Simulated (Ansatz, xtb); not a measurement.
**Relaxing a trial structure of CH3F2OSi+**

The starting geometry of this gas-phase triplet was built from a drawn formula by distance geometry and a force field; its bonds are those of `[OH2+][C@H](F)[Si]F`.

```xyz
8

C    -2.1449    0.8338   -0.0004
F    -1.0662    1.3354   -0.6353
F    -1.6539   -1.2823    1.4797
O    -2.5704   -0.2789   -0.8092
Si   -1.6134    0.3147    1.7354
H    -2.0323   -0.1657   -1.6531
H    -2.3636   -1.1429   -0.3465
H    -2.9281    1.6242   -0.0146
```

Problem. Predict what it relaxes into with r2SCAN-D4/def2-SVP.

Solution. It keeps its bonds, and is `[OH2+][C@H](F)[Si]F`.

The energy falls by 0.41 eV over 11 steps:

```
step  E − E(last) (eV)
   1             0.406
   2             0.133
   3             0.044
   4             0.021
   5             0.006
   7             0.001
   8             0.001
   9             0.000
  10             0.000
  11             0.000
```

Final geometry (Å):

```csv
atom,x (Å),y (Å),z (Å)
C,-2.0792,0.9533,0.0326
F,-0.9382,1.2955,-0.5616
F,-1.4703,-1.2929,1.4278
O,-2.5606,-0.2999,-0.7419
Si,-1.9080,0.2449,1.8405
H,-2.4107,-0.2425,-1.7134
H,-2.1376,-1.1172,-0.3677
H,-2.8682,1.6970,-0.1602
```

From the same start GFN2-xTB ends elsewhere, differing in C1–O4 (3.02 against 1.55 Å here), O4–Si5 (1.89 against 2.72 Å here).

No frequencies were run, so the end isn't proven a minimum. Open shells are spin-unrestricted. The triplet needn't be the ground state. Run with Ansatz 0.2.0, 52 s on 1 thread of Intel(R) Xeon(R) 6975P-C (Granite Rapids), on a shared host.
